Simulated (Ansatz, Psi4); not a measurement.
The Ansatz (an electronic-structure program) input:
Ansatz 0.2 input:
```yaml
crystal:
  periodic: [false, false, false]
  atoms:
    - {symbol: O, position_ang: [0.00331424, -0.00072523, 1.15085558]}
    - {symbol: C, position_ang: [-0.00480857, 1.10916172, 0.26448605]}
    - {symbol: C, position_ang: [0.00618756, -1.05863609, 0.30308132]}
    - {symbol: C, position_ang: [-0.00715679, 0.81484723, -1.06555540]}
    - {symbol: C, position_ang: [0.00039392, -0.64547339, -0.98975849]}
    - {symbol: H, position_ang: [-0.00807905, 2.06158188, 0.79005941]}
    - {symbol: H, position_ang: [0.01244746, -2.04160206, 0.76339482]}
    - {symbol: H, position_ang: [0.00142101, -1.33357490, -1.83381975]}
basis:
  gaussian:
    orbitals: STO-3G
hamiltonian:
  xc: {name: B97M-V}
total_charge: -1
accuracy: high
```

Problem. Write the same job for Psi4.

Solution. Several could match; the one computed here: 
```
memory 2 GB

molecule {
-1 1
O     0.00331424   -0.00072523    1.15085558
C    -0.00480857    1.10916172    0.26448605
C     0.00618756   -1.05863609    0.30308132
C    -0.00715679    0.81484723   -1.06555540
C     0.00039392   -0.64547339   -0.98975849
H    -0.00807905    2.06158188    0.79005941
H     0.01244746   -2.04160206    0.76339482
H     0.00142101   -1.33357490   -1.83381975
}

set {
  basis sto-3g
  scf_type pk
  puream true
  d_convergence 1e-8
  dft_radial_points 99
  dft_spherical_points 590
}

energy('b97m-v')
print_variables()
```

Both were run: Ansatz gave -226.343640 Eh and Psi4 -226.343636 Eh, 0.004 mEh apart.
